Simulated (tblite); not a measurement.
**Question.** Write Cartesian coordinates for `[H]/[C]=C1\C(C#N)=CC(F)=C1F` [radical] as optimised with GFN2-xTB. (Doublet state.)

**Answer.** 
```
atom  x, y, z in Å
C1     0.1288    0.7815    2.0288
C2     0.2100    0.4422    0.7763
C3    -0.6276   -0.5515    0.0198
C4    -1.6605   -1.2777    0.6128
N5    -2.5074   -1.8674    1.1162
C6    -0.1925   -0.5856   -1.2638
C7     0.9002    0.3382   -1.4146
F8     1.5371    0.5275   -2.5682
C9     1.1481    0.9462   -0.2314
F10    2.0713    1.8590    0.0455
H11   -0.4250    0.5803    2.9132
H12   -0.5813   -1.1934   -2.0605
```

Any rigid rotation of these coordinates is as good. Atoms count from 1 in this order. The 7 C–C bonds span 1.300 Å (C1=C2, drawn double) to 1.504 Å (C2–C3, drawn single), a spread of 0.204 Å. The 5-membered ring C2–C3–C6–C7–C9 has internal angles of 103.8° to 109.6° (sum 540°, against 540° for a flat polygon); it is planar, 0.00 Å rms from its mean plane, widest ring torsion 0°. C9 (carbon bonded to 2 C and F) is planar (angles 128.2°, 122.6° and 109.2°, sum 360.0°, 0.00 Å off the plane of its three neighbours). C6 (carbon bonded to 2 C and H) is planar (angles 126.9°, 124.1° and 109.1°, sum 360.0°, 0.00 Å off the plane of its three neighbours).

Bonds between heavy atoms (Å): C1=C2 1.300, C2–C3 1.504, C3–C4 1.395, C4≡N5 1.148, C3=C6 1.356, C6–C7 1.439, C7–F8 1.331, C7=C9 1.353, C9–F10 1.327, C2–C9 1.466.

Structure optimised with GFN2-xTB, isolated species. This method treats the open shell by occupation alone, without spin polarisation.

Point group: Cs (tolerance 0.08 Å). Its GFN2-xTB frequencies are all real (lowest 93 cm⁻¹). 2 starts were optimised and ended at 0.00 and 0.40 kcal/mol (GFN2-xTB); the lowest of these is shown.

All values are computed, not measured.
